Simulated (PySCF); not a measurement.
The scaffold SiH2(OH)-X carries different groups X. Gas-phase values, no solvent. One relaxed conformer stands for each flexible species; it need not be the lowest. Strings in code marks are SMILES. In the def2 sets, heavy atoms carry core potentials. All members: neutral, multiplicity 1. Level: PBE0-D4/def2-TZVP (PySCF). Delta-SCF ions had no search for a lower state.  The removal energy is E(N − 1 electrons) − E(N electrons) at the parent's geometry; ε(HOMO) is measured against the vacuum level.

```tsv
species	−ε(HOMO) (eV)	vertical ionisation energy (Delta-SCF) (eV)
`N[SiH2]O` (H–N–Si–O torsion -74°, N–Si–O–H torsion 180°)	7.78	10.30
`O[SiH2]B(O)O`	8.05	withheld
`O=C(O)[SiH2]O`	8.18	10.46
`C#C[SiH2]O` (C–Si–O–H torsion 54°)	8.30	10.50
`C[SiH2]O` (C–Si–O–H torsion 70°)	8.41	10.67
`O[SiH2]F` (H–O–Si–F torsion 72°)	9.33	11.90
```

Question: Fit vertical ionisation energy (Delta-SCF) = a + b·x to the 5 complete rows by least squares, with x = −ε(HOMO) in eV. Give a, b and the rms residual, and predict the withheld value.

Answer: Means of the 5 rows: x̄ = 8.4, ȳ = 10.766 eV. Σ(x − x̄)² = 1.3078 and Σ(x − x̄)(y − ȳ) = 1.4365, so b = 1.098 and a = ȳ − b·x̄ = 1.543 eV. The rms residual is 0.141 eV. At x = 8.05 the line gives 10.38 eV. The run for `O[SiH2]B(O)O` gave 10.23 eV, so the line is off by 0.15 eV, within twice the rms residual.

Codes: PySCF.
